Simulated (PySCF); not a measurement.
Compound: C6H9NO.
Cartesian coordinates in Å at the PBE0-D3(BJ)/def2-SVP level; atoms count from 1:
```
atom  x, y, z in Å
C1     3.7645   -1.0147    0.0376
C2     2.3515   -0.9990    0.3792
C3     1.1773   -0.9809    0.6794
C4    -0.2439   -0.9773    1.0188
N5    -1.0428   -0.1868    0.1120
C6    -1.8039    0.8579    0.5519
C7    -2.4914    1.6392   -0.5452
O8    -1.9239    1.1281    1.7297
H9     4.0935   -0.0328   -0.3369
H10    3.9831   -1.7635   -0.7399
H11    4.3785   -1.2574    0.9191
H12   -0.6137   -2.0179    1.0624
H13   -0.4073   -0.5396    2.0171
H14   -0.9198   -0.3300   -0.8815
H15   -3.1409    0.9842   -1.1460
H16   -1.7514    2.0949   -1.2214
H17   -3.0965    2.4290   -0.0862
```

Linear response at CAM-B3LYP/def2-SVPD (PySCF, frozen core in the response, non-relativistic).

Static isotropic polarisability: 84.91 au (12.58 Å³), principal values 67.2, 73.6, 113.9 au.

Task: What is the polarisability at 1064 nm and at the sodium D line?

Result: 85.66 au at 1064 nm (+0.9 %), 87.42 au at 589.3 nm (+3.0 %). The rise at 589.3 nm is 3.37 times that at 1064 nm; a pure ω² law gives 3.26. The lowest singlet lies at 214 nm, shorter than both wavelengths.

Task: What is the isotropic C6 coefficient between two such molecules, C6 = (3/π)∫α(iω)² dω?

Result: 2949 au (Eh·bohr⁶) by a ten-point quadrature over imaginary frequencies, which is 1760 eV·Å⁶ or 170 J·nm⁶/mol.

Task: Which effective excitation energy ω̄ makes London's formula C6 = (3/4)α²ω̄ exact here?

Result: ω̄ = 4·C6/(3α²) = 0.545 Eh = 14.8 eV. A one-pole form α(ω) = α/(1 − ω²/ω̄²) fitted to the 1064 nm value gives 12.5 eV.

Task: How many electrons N does the Slater–Kirkwood formula C6 = (3/4)·√N·α^(3/2) need to give this C6?

Result: N = (4·C6/3)²/α³ = 25.2; the species has 60 electrons in all.

Task: What three-body coefficient follows from the one-pole estimate C9 = (3/4)·α·C6?

Result: 188000 au. This is an estimate from the two numbers above, not a computed integral.

Task: What molar refraction at the D line follows from R = (4π/3)·N_A·α′, with α′ the polarisability volume?

Result: α′ = 12.95 Å³ gives R = 32.68 cm³/mol, for isolated, non-vibrating species.

Task: What n − 1 at the D line would an ideal gas of it have at 273.15 K and 1 atm (2.6868 × 10¹⁹ cm⁻³), by n − 1 = 2π·N·α′?

Result: 21.87 × 10⁻⁴, a formal value whether or not that pressure can be reached.

Task: The lowest 6 singlets have (eV, f): 5.81, 0.001; 6.32, 0.004; 6.65, 0.023; 6.80, 0.005; 6.86, 0.001; 6.97, 0.010. What share of the static polarisability do they carry in the sum over states α = Σ f/ω²?

Result: 0.72 au, 0.9 % of α; the largest term, 0.38 au, is that of the state at 6.65 eV. Their oscillator strengths add up to 0.04. Higher states carry the rest.

Task: How anisotropic is the static polarisability, by Δα² = ½[(α1 − α2)² + (α2 − α3)² + (α3 − α1)²]?

Result: Δα = 43.9 au, or 0.52 of the isotropic value.

One conformer stands for the species.
